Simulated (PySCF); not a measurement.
C₅H₈O₂SSi₂, SMILES O=C(O)[SiH2][SiH2]c1cccs1 (GFN2-xTB optimised geometry):

```
18

O     -4.864    -3.619    -1.787
C     -3.728    -3.456    -2.156
O     -2.984    -4.470    -2.626
Si    -2.730    -1.830    -2.088
Si    -1.638    -1.799    -0.037
C     -0.448    -0.349     0.000
C      0.916    -0.349     0.000
C      1.489     0.940     0.000
C      0.550     1.920    -0.004
S     -1.045     1.282    -0.006
H     -3.488    -5.302    -2.632
H     -1.852    -1.880    -3.263
H     -3.703    -0.751    -2.286
H     -0.805    -2.983     0.224
H     -2.548    -1.646     1.108
H      1.494    -1.257     0.004
H      2.548     1.127     0.004
H      0.692     2.983    -0.002
```

Method: PBE0/def2-SVP run with PySCF 2.14.0.

Q: What are the frontier orbital energies and the dipole moment?

A: HOMO-2 -7.66 eV, HOMO-1 -7.46 eV, HOMO -6.96 eV, LUMO -0.97 eV, LUMO+1 -0.42 eV; dipole moment 2.41 D.

Meta-Löwdin charges at PBE0/def2-SVP: O1 -0.42, C2 0.31, O3 -0.44, Si4 0.32, Si5 0.38, C6 -0.34, C7 -0.12, C8 -0.14, C9 -0.23, S10 0.25, H11 0.33, H12 -0.07, H13 -0.06, H14 -0.07, H15 -0.07, H16 0.12, H17 0.12, H18 0.13.
